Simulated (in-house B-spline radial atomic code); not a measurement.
Successive ionisation energies of gold; each step leads to the configuration of the next row (after the last: [Kr] 4d3). Dirac energy differences include first-order Breit, QED and recoil terms. NIST's values go from ground level to ground level; the uncertainty of those that are theory runs from under 0.1 % in few-electron ions to several per cent in heavy many-electron ones. Computed with an all-electron radial atomic-structure program (B-spline basis): Dirac-Hartree-Fock, average of the configuration, finite nuclei.

```csv
ion,configuration,ionisation energy (eV),tabulated value (eV),computed minus tabulated (eV),highest orbital,largest mean radius (bohr)
Au20+,[Kr] 4d10 4f12 5s1,539.3,550,-10.7,5s1/2,0.81681
Au21+,[Kr] 4d10 4f12,613.8,600,13.8,4f7/2,0.45423
Au22+,[Kr] 4d10 4f11,660.5,650,10.5,4f7/2,0.44684
Au23+,[Kr] 4d10 4f10,708.4,710,-1.6,4f7/2,0.44101
Au24+,[Kr] 4d10 4f9,757.5,760,-2.5,4f7/2,0.43754
Au25+,[Kr] 4d10 4f8,807.7,820,-12.3,4f7/2,0.43406
Au26+,[Kr] 4d10 4f7,?,?,?,?,?
Au27+,[Kr] 4d10 4f6,911.5,930,-18.5,4f7/2,0.42715
Au28+,[Kr] 4d10 4f5,965.1,990,-24.9,4f7/2,0.42372
Au29+,[Kr] 4d10 4f4,1019.7,1040,-20.3,4f7/2,0.42031
Au30+,[Kr] 4d10 4f3,?,?,?,?,?
Au31+,[Kr] 4d10 4f2,1132.4,1150,-17.6,4f7/2,0.41356
Au32+,[Kr] 4d10 4f1,?,?,?,?,?
Au33+,[Kr] 4d10,1484.4,1475,9.4,4d5/2,0.40693
Au34+,[Kr] 4d9,1540.2,1527,13.2,4d5/2,0.40364
Au35+,[Kr] 4d8,1596.7,1584,12.7,4d5/2,0.40147
Au36+,[Kr] 4d7,1653.8,1644,9.8,4d5/2,0.39933
Au37+,[Kr] 4d6,1711.5,1702,9.5,4d5/2,0.39721
Au38+,[Kr] 4d5,1769.9,1758,11.9,4d5/2,0.3951
Au39+,[Kr] 4d4,1828.8,1845,-16.2,4d5/2,0.39302
```

(1) Fill in the row of Au26+.

(2) Fill in the row of Au30+.

(3) Fill in the row of Au32+.

Where a p, d or f electron is removed, the computed value is a mean over both j, so it misses the tabulated one by a part of the spin-orbit splitting; averaging over terms and missing correlation add to the gap, relatively most at low charge.

## Answers

(1) ionisation energy (eV): 859.0; tabulated value (eV): 870; computed minus tabulated (eV): -11.0; highest orbital: 4f7/2; largest mean radius (bohr): 0.4306.

(2) ionisation energy (eV): 1075.5; tabulated value (eV): 1100; computed minus tabulated (eV): -24.5; highest orbital: 4f7/2; largest mean radius (bohr): 0.41692.

(3) ionisation energy (eV): 1190.3; tabulated value (eV): 1210; computed minus tabulated (eV): -19.7; highest orbital: 4f7/2; largest mean radius (bohr): 0.41023.
